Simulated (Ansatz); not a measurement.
Program: Ansatz. Geometries: PBE0-D4/def2-TZVP. ΔE: electronic, gas phase. CCSD(T)/CBS adds triple-zeta CCSD(T) − MP2 to the extrapolated MP2 energy (def2 sets, frozen cores). DFT in def2-TZVPP. For Se outer-core shells are correlated without core-valence functions, which leaves a few kJ/mol of doubt a bond. Scalar relativity is left out up to krypton. One conformer a species, not always the lowest.

Consider the ligand exchange at the Si–S bond: `C[SiH](Cl)S[SiH2]Cl` + `C[SeH]` → `C[Se][SiH2]Cl` + `C[SiH](S)Cl`.

```tsv
level	ΔE (kJ/mol)
r2SCAN-D4	2.0
PBE0-D4	2.4
B2PLYP	-0.3
MP2/def2-TZVPP	3.5
```

Question: What does CCSD(T)/CBS give? (Estimate.)

Answer: Computed: +1.2 kJ/mol. The listed levels differ from it by 0.8, 1.2, -1.5, 2.3 kJ/mol.

Largest T1 diagnostic among the species: 0.010.

The D4 term adds +6.8 kJ/mol with B3LYP and +3.9 kJ/mol with PBE0; it sums over pairs of atoms, weighted by their polarisabilities, and B3LYP, whose exchange is more repulsive, gets the larger term. In def2-TZVPP, CCSD(T) changes the Hartree–Fock value by +3.5 kJ/mol (the triples alone add +1.0 kJ/mol) and MP2 by +4.7 kJ/mol.

B3LYP here is the variant with VWN-RPA as its local correlation; programs differ in this.
